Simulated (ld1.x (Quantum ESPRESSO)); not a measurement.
## neodymium (Nd), RRKJ: configuration errors across variants

Nd, norm-conserving RRKJ (Kleinman–Bylander form), made with ld1.x (Quantum ESPRESSO) 7.5 (PBE, scalar-relativistic). Core [Kr] 4d10, reference 4f4 5s2 5p6 5d0.5 6s1.5 6p0. Waves: 5p (bound): rc 2.80 bohr; 5d (bound): rc 2.35 bohr; 4f (bound): rc 1.00 bohr; 5s (bound): rc 1.60 bohr. Local part: the s channel. Core correction: none.

Occupied shells without a wave of their own: 6s. They enter only through the test configuration that unscreens the potential.

All-electron excitation energies from the reference (eV): (1) 4f4 5s2 5p6 5d0 6s2 6p0 -0.825; (2) 4f4 5s2 5p6 5d0 6s1 6p0 4.973; (3) 4f4 5s2 5p6 5d0 6s0 6p0 15.759; (4) 4f4 5s2 5p5 5d0 6s2 6p0 26.005; (5) 4f4 5s2 5p6 5d0 6s1.5 6p0 1.486; (6) 4f4 5s2 5p6 5d1 6s1 6p0 0.881; (7) 4f4 5s2 5p6 5d1 6s0 6p0 6.047.

Tests that are not counted but printed errors over 1 eV. “wave 5s (bound): rc 1.60 bohr becomes 5s (bound): rc 2.30 bohr”: all (the test run did not reproduce the reference configuration, from which every error is measured).

A true bound ghost makes a file unfit for plane-wave use even where its test errors are small: the radial tests pick states by their node count and pass the ghost by.

The file “wave 5s (bound): rc 1.60 bohr becomes 5s (bound): rc 2.08 bohr” misses its own reference levels by 0.3 eV. The file “wave 5s (bound): rc 1.60 bohr becomes 5s (bound): rc 2.30 bohr” misses its own reference levels by 0.7 eV.

Errors AE − PS in meV (a dash: test not solved or not reliable):

| change | (1) | (2) | (3) | (4) | (5) | (6) | (7) | bound ghosts |
| --- | --- | --- | --- | --- | --- | --- | --- | --- |
| base | +25 | -38 | -151 | +25 | -1.7 | -25 | -96 | none |
| wave 5s (bound): rc 1.60 bohr becomes 5s (bound): rc 1.12 bohr | +74 | -107 | -438 | +152 | -2.0 | -69 | -280 | p |
| wave 5s (bound): rc 1.60 bohr becomes 5s (bound): rc 1.38 bohr | +16 | -26 | -100 | +4.7 | -1.6 | -17 | -63 | none |
| wave 5s (bound): rc 1.60 bohr becomes 5s (bound): rc 1.66 bohr | +30 | -45 | -179 | +36 | -1.7 | -29 | -114 | none |
| wave 5s (bound): rc 1.60 bohr becomes 5s (bound): rc 2.08 bohr | +174 | -246 | -1001 | +343 | -3.5 | -159 | -653 | none |
| wave 5s (bound): rc 1.60 bohr becomes 5s (bound): rc 2.30 bohr | – | – | – | – | – | – | – | none |

Give the same row for: wave 5s (bound): rc 1.60 bohr becomes 5s (bound): rc 1.90 bohr.

+81, -116, -467, +148, -2.3, -74, -302; bound ghosts: none.
